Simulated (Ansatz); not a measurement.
BiMe2F (C₂H₆BiF). Charge 0, multiplicity 1. Geometry PBE0-D4/def2-SVP; atoms count from 1.

```tsv
atom	x (Å)	y (Å)	z (Å)
Bi1	0.7842	-1.0904	-0.4316
C2	1.1862	1.1269	-0.2309
H3	1.0507	1.4479	0.8121
H4	0.4468	1.6219	-0.8769
H5	2.2009	1.3730	-0.5728
C6	-1.1378	-0.9346	0.7503
H7	-1.5728	-1.9299	0.9168
H8	-1.8242	-0.3268	0.1432
H9	-0.9498	-0.4403	1.7151
F10	-0.1843	-0.8478	-2.2253
```

In the def2 sets Bi takes a core potential; there is no spin–orbit coupling.

Question: Estimate the Mulliken populations from the PBE0/def2-TZVP orbitals of Ansatz.

Answer: 
```
atom  charge (e)
 Bi1        0.89
  C2       -0.62
  H3        0.13
  H4        0.16
  H5        0.14
  C6       -0.62
  H7        0.14
  H8        0.16
  H9        0.13
 F10       -0.52
```
Mulliken values depend strongly on the basis.

Question: And the Mayer bond orders between heavy atoms (over 0.3)?

Answer: Bi1–C2 0.94 (2.26 Å); Bi1–C6 0.94 (2.26 Å); Bi1–F10 0.73 (2.05 Å).
